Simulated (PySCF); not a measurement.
Question: What does the PBE0-D3(BJ)/def2-SVP structure of `[SiH3]C([SiH3])OC(F)F` look like in three dimensions?

Answer: 
```
atom  x, y, z in Å
F1    -1.9672   -1.0520   -1.2655
C2    -2.0808   -0.5802    0.0029
F3    -3.2881   -0.0378    0.1238
O4    -1.1685    0.3874    0.2346
C5     0.1891   -0.0407    0.3845
Si6    1.1334    1.4832    1.0289
Si7    1.0012   -0.7538   -1.1994
H8    -1.9829   -1.4458    0.6881
H9     0.2563   -0.8081    1.1849
H10    0.4482    2.0118    2.2439
H11    2.5232    1.0605    1.3750
H12    1.1782    2.5348   -0.0280
H13    0.5588   -2.1482   -1.4879
H14    2.4745   -0.7695   -0.9393
H15    0.7098    0.1400   -2.3551
```

Any rigid rotation of these coordinates is as good. Atoms count from 1 in this order. Si6 (SiH3 silicon) is tetrahedral (angles from 108.3° to 109.9°). The C–O distances run from 1.350 Å (C2–O4, drawn single) to 1.431 Å (O4–C5, drawn single), a spread of 0.081 Å. Of the pairs four or more bonds apart, F1···Si7 is among the closest relative to their van der Waals radii: 2.98 Å, 84 % of the sum of Bondi's values. O4 (ether oxygen) is bent (angle 116.4°).

Bonds between heavy atoms (Å): F1–C2 1.358, C2–F3 1.329, C2–O4 1.350, O4–C5 1.431, C5–Si6 1.905, C5–Si7 1.918.

Method used: PBE0-D3(BJ)/def2-SVP geometry optimisation, gas phase in PySCF 2.14.0.

Point group: C1 (no symmetry element, even within 0.4 Å). No PBE0-D3(BJ)/def2-SVP frequencies stand behind this structure, so it isn't proved a minimum. One conformer, not necessarily the lowest (F1–C2–O4–C5 -73°, C2–O4–C5–Si6 -169°).

Time: 56 s; peak memory 0.59 GiB. Hardware: one thread of an Intel Xeon 6975P-C (shared host). This is the geometry optimisation.
